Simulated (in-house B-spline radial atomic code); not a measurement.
B97-1 excitations of Sb³⁺

Method: B97-1. Computed with an all-electron radial atomic-structure program (B-spline basis): linear response of the closed shell [Kr] 4d10 5s2 with the functional's adiabatic kernel; scalar-relativistic (spin-free one-electron X2C), finite nucleus, no spin-orbit coupling, no double excitations, S, P, D and F terms only; shells from n = 3 respond. Only terms of natural parity with L up to 3 were computed.

Command:
```bash
python run_td.py task.json out
```
Settings (radii: box in bohr, nucleus in fm):
```
Z                        51
electrons                48
configuration            [Kr] 4d10 5s2
hamiltonian              x2c
method                   b97_1
box_radius               23.08
rms_radius               4.6802
intervals                72
```

Run time, properties included: 1.5 s on 1 thread of Intel(R) Xeon(R) 6975P-C (Granite Rapids), with other jobs on the host.

The lowest states, in the order of their Tamm-Dancoff energies; the method's threshold (minus the highest occupied level) is 39.67 eV. Labels give the largest channel, * marks a mixed state, and oscillator strengths are full-response dipole values. Semilocal kernels can invert the small singlet-triplet splittings of Rydberg terms. Energies in eV:

| state | full response | Tamm-Dancoff | oscillator strength |
| --- | --- | --- | --- |
| 5s → 5p 3P | 9.087 | 9.163 | - |
| 5s → 5p 1P | 11.849 | 12.328 | 1.6 |
| 5s → 5d 3D | ? | ? | - |
| 5s → 5d 1D | 22.378 | 22.394 | - |
| 5s → 6s 3S | ? | ? | - |
| 5s → 6s 1S | 23.597 | 23.627 | - |
| 5s → 6p 3P | 26.029 | 26.044 | - |
| 5s → 6p 1P | 26.540 | 26.581 | 0.0277 |
| 5s → 4f 3F | 27.850 | 27.871 | - |
| 5s → 4f 1F | 27.942 | 27.947 | - |
| 5s → 6d 3D | 30.51 | 30.51 | - |
| 5s → 6d 1D | 30.81 | 30.82 | - |
| 5s → 7s 3S | 30.83 | 30.84 | - |
| 5s → 7s 1S | 30.95 | 30.95 | - |
| 5s → 7p 3P | 32.10 | 32.10 | - |

(1) Where does 5s → 6s 3S lie?

(2) Where does 5s → 5d 3D lie?

(3) How large is the singlet-triplet splitting of 5s → 5p (P terms) in Tamm-Dancoff?

(4) What polarisabilities and dispersion coefficient does the method give?

Answers

(1) At 23.006 eV in full response, 23.020 eV in Tamm-Dancoff.

(2) At 22.214 eV in full response, 22.231 eV in Tamm-Dancoff.

(3) 3.16 eV, from the unrounded values.

(4) Dipole 10.6 bohr³, quadrupole 29.6 bohr⁵, C6 50.97 hartree·bohr⁶ for two such species.
